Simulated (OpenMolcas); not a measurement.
**d9 ions of charge +2 down a group on the Y site of Cs2NaYF6**

```yaml
Program: OpenMolcas 26.06
Method: SS-CASPT2, IPEA 0.25 Eh, imaginary shift 0.1 Eh
Spin-orbit_coupling: RASSI with atomic mean-field integrals over the reference wave functions
```

The d shell is active; CASPT2 correlates the ligand valence shells and the outer metal core. Each dopant is a cluster with its nearest anions in model potentials and point charges, with no relaxation and no local charge compensation. Distances were set from a Shannon-type radius of the metal (high-spin where two are listed) plus a fixed donor radius (F 1.31 Å), in hosts weighted 0.65 to 0.35 with the host's distance in the model lattice. Ligand basis ANO-RCC-VDZP, DKH2 Hamiltonian. States (labels of O, the rotations of Oh). Energies in cm-1 above the lowest state or level, χT in cm3 K/mol; 10Dq is the gap between the two states. Spin-only χT is S(S+1) / 2 for the spin of the ground state.

| Ion | Shell | R (Å) | Metal basis | Ground state | First state of that spin | 10Dq | First gap with spin-orbit (degeneracies) | χT at 300 K | Spin-only χT |
| --- | --- | --- | --- | --- | --- | --- | --- | --- | --- |
| Cu2+ | 3d9 | 2.088 | ANO-RCC-VTZP | 2E | 2T2 6220 | 6220 | 5560 (4, 2) | 0.610 | 0.375 |
| Ag2+ | 4d9 | 2.225 | ANO-RCC-VTZP | 2E | 2T2 11800 | 11796 | 10420 (4, 2) | 0.587 | 0.375 |

|10Dq| changes by a factor of 11796 / 6220 = 1.90 from Cu2+ to Ag2+.

χT departs most from the spin-only value for Cu2+, by +0.235 cm3 K/mol.

Roots that are degenerate in the reference are averaged as groups; the widest CASPT2 spread within a group is 120 cm-1 (the 3-fold group of multiplicity 2 near 11800 cm-1 above the lowest state of its run, Ag2+). Shifts and gaps below about the spread of the groups concerned are not significant. Over all roots computed the reference weight is 0.72 in Cu2+, 0.72 in Ag2+; a low but even weight reflects the number of correlated electrons. An orbital doublet at a regular site is open to a Jahn-Teller distortion, which this geometry leaves out. Ligand-to-metal charge-transfer states are missing. Free-ion shares, where given, are those of the reference states; single-state CASPT2 does not remix them. A single d shell leaves out the double-shell effect, which counts most for late 3d ions, where the CASPT2 field can be off either way by tens of per cent (holds for Cu2+). With one d shell and no ligand orbital active, 10Dq can be off by tens of per cent for divalent 3d ions, low with halides held by bare charges and at times high in hosts, and the orbital part of g and χT goes as 1/10Dq (holds for Cu2+). With one d shell and no ligand orbital active, 10Dq can be off by a tenth or more (holds for Ag2+). No measured value stands beside these numbers; the geometry was set by hand and not optimised.
